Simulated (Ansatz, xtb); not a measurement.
# GeH8OSi2: which of two isomers lies lower

Structure X is `[SiH3]O[SiH2][GeH3]`, a singlet and structure Y is `[SiH3][O][GeH2][SiH3]`, a singlet. Both are isolated molecules in the gas phase, relaxed with PBE0-D3(BJ)/pcseg-1; the shapes shown needn't be the lowest conformers.

X (Å):

```xyz
12

Ge   -0.3193   -0.9930    0.2246
O    -1.4515   -2.3716   -2.6237
Si   -2.0678   -1.7472   -1.2116
Si   -0.1592   -2.3216   -3.6622
H    -2.9751   -0.6039   -1.5262
H    -2.8570   -2.8178   -0.5395
H     1.0859   -1.9968   -2.9033
H    -0.0231   -3.6553   -4.3067
H    -0.3797   -1.2769   -4.7025
H    -0.9214   -0.4651    1.5389
H     0.4803    0.1474   -0.4291
H     0.6566   -2.1330    0.5611
```

Y (Å):

| atom | x (Å) | y (Å) | z (Å) |
| --- | --- | --- | --- |
| Ge | 1.4878 | -0.5472 | 0.3034 |
| O | 0.6622 | -0.3335 | -1.3048 |
| Si | 0.2800 | -1.4504 | -2.4702 |
| Si | 1.5551 | 1.6516 | 1.2095 |
| H | 1.5066 | -2.1338 | -2.9870 |
| H | -0.6371 | -2.5024 | -1.9305 |
| H | -0.3941 | -0.7347 | -3.5883 |
| H | 0.6463 | -1.5460 | 1.1229 |
| H | 2.8743 | -1.1638 | 0.0300 |
| H | 2.2142 | 1.6146 | 2.5490 |
| H | 2.3338 | 2.5352 | 0.2961 |
| H | 0.1635 | 2.1655 | 1.3537 |

Quicker runs give these differences E(Y) − E(X): GFN2-xTB +0.737 eV; HF/STO-3G +0.369 eV (at GFN2-xTB geometries); r2SCAN-D4/def2-SVP +0.507 eV (at GFN2-xTB geometries).

Q: Estimate E(Y) − E(X) at the level CCSD(T)/def2-SVP + ΔMP2/def2-TZVPP.

A: Calculated at CCSD(T)/def2-SVP + ΔMP2/def2-TZVPP: E(Y) − E(X) = +0.648 eV, so structure X lies lower.

The same difference at several levels:

```csv
level,geometry,E(Y) − E(X) (eV),departure from the last row (eV),"job, with rough time for the two"
GFN2-xTB,GFN2-xTB,+0.737,+0.089,"optimisation, 1.1 s"
HF/STO-3G,GFN2-xTB,+0.369,−0.279,"single point, 1.1 s"
r2SCAN-D4/def2-SVP,GFN2-xTB,+0.507,−0.141,"single point, 6.3 s"
PBE0-D3(BJ)/pcseg-1,PBE0-D3(BJ)/pcseg-1,+0.626,−0.022,"optimisation, 3.5 min"
HF/def2-SVP,PBE0-D3(BJ)/pcseg-1,+0.613,−0.035,part of the CCSD(T) run
MP2/def2-SVP,PBE0-D3(BJ)/pcseg-1,+0.560,−0.088,part of the CCSD(T) run
CCSD(T)/def2-SVP,PBE0-D3(BJ)/pcseg-1,+0.548,−0.100,single point
CCSD(T)/def2-SVP + ΔMP2/def2-TZVPP,PBE0-D3(BJ)/pcseg-1,+0.648,,"single point, 66 s"
```

As drawn, Y has 1 Ge–O, 1 Si–H in place of 1 O–Si, 1 Ge–H.

The levels shown agree on the order. The largest departure from CCSD(T)/def2-SVP + ΔMP2/def2-TZVPP is that of HF/STO-3G, 0.279 eV. The last row adds to CCSD(T) the change of the MP2 difference between the two basis sets, here +0.100 eV.

With harmonic frequencies from PBE0-D3(BJ)/pcseg-1 (ideal gas, rigid rotor, one conformer each, 298.15 K, 1 atm): on the last row, ΔE + ΔZPE = +0.633 eV. A mode under 50 cm⁻¹ makes harmonic enthalpies and free energies unreliable, so none is given.

The correlated steps freeze 20 core orbitals; the filled d shell of Ge is correlated, in a basis made for valence electrons. Codes used: Ansatz 0.2.0, xtb 6.7.1; the last row on 2 threads of Intel(R) Xeon(R) Platinum 8259CL CPU @ 2.50GHz (Skylake/Cascade Lake) on a shared host.
